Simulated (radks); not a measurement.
Neutral rhenium, 75 electrons, occupied as [Xe] 4f14 5d(up 3.5, down 1.5) 6s2 (fractional occupations, a model configuration). Method: non-relativistic Kohn-Sham, PBE, spin-polarised, spherical densities, point nucleus; relativity is left out, which matters for an element this heavy; computed with a radial shooting solver on a logarithmic mesh with Libxc functionals.

Radial electron density D(r) = 4 pi r^2 rho(r):

| r (bohr) | D(r) (e/bohr) | spin D(r) |
|---|---|---|
| 0.00145 | 6.423 | -0.00000274 |
| 0.001688 | 8.400 | -0.00000364 |
| 0.001981 | 11.07 | -0.00000488 |
| 0.002306 | 14.29 | -0.00000646 |
| 0.002685 | 18.30 | -0.00000855 |
| 0.00315 | 23.50 | -0.0000115 |
| 0.003668 | 29.48 | -0.0000154 |
| 0.00427 | 36.52 | -0.0000207 |
| 0.005011 | 45.03 | -0.0000287 |
| 0.005833 | 54.00 | -0.0000396 |
| 0.006791 | 63.50 | -0.0000556 |
| 0.007969 | 73.50 | -0.0000808 |
| 0.009277 | 82.27 | -0.000116 |
| 0.01089 | 89.80 | -0.000171 |
| 0.01267 | 94.52 | -0.000245 |
| 0.01475 | 96.33 | -0.000341 |
| 0.01731 | 95.17 | -0.000453 |
| 0.02016 | 92.07 | -0.000528 |
| 0.02347 | 88.86 | -0.000467 |
| 0.02754 | 87.97 | -0.00000897 |
| 0.03206 | 91.71 | 0.00125 |
| 0.03732 | 100.7 | 0.00405 |
| 0.0438 | 114.1 | 0.00987 |
| 0.05099 | 126.4 | 0.0196 |
| 0.05983 | 133.4 | 0.0357 |
| 0.06965 | 131.1 | 0.0568 |
| 0.08109 | 121.8 | 0.0816 |
| 0.09516 | 111.3 | 0.105 |
| 0.1108 | 108.2 | 0.116 |
| 0.129 | 114.0 | 0.105 |
| 0.1513 | 122.2 | 0.0664 |
| 0.1762 | 120.7 | 0.0176 |
| 0.2068 | 104.1 | -0.0141 |
| 0.2407 | 81.98 | 0.00754 |
| 0.2802 | 67.94 | 0.0861 |
| 0.3288 | 68.83 | 0.188 |
| 0.3828 | 76.60 | 0.231 |
| 0.4457 | 77.64 | 0.179 |
| 0.523 | 65.50 | 0.0551 |
| 0.6088 | 47.17 | -0.0197 |
| 0.7088 | 31.22 | 0.0570 |
| 0.8318 | 21.52 | 0.341 |
| 0.9683 | 17.40 | 0.736 |
| 1.136 | 14.61 | 1.13 |
| 1.323 | 11.52 | 1.33 |
| 1.54 | 8.181 | 1.31 |
| 1.807 | 5.242 | 1.10 |
| 2.104 | 3.381 | 0.817 |
| 2.449 | 2.272 | 0.538 |
| 2.874 | 1.562 | 0.300 |
| 3.346 | 1.080 | 0.144 |
| 3.895 | 0.6925 | 0.0520 |
| 4.571 | 0.3820 | 0.00769 |
| 5.322 | 0.1876 | -0.00516 |
| 6.245 | 0.07438 | -0.00570 |
| 7.27 | 0.02533 | -0.00318 |
| 8.464 | 0.006843 | -0.00121 |
| 9.932 | 0.001292 | -0.000299 |
| 11.56 | 0.0001947 | -0.0000557 |

D(r) has 4 maxima, at r = 0.0150, 0.0623, 0.161, 0.418 bohr, and minima at 0.0265, 0.108, 0.299 bohr, inside which lie 1.95, 11.48, 30.23 electrons.
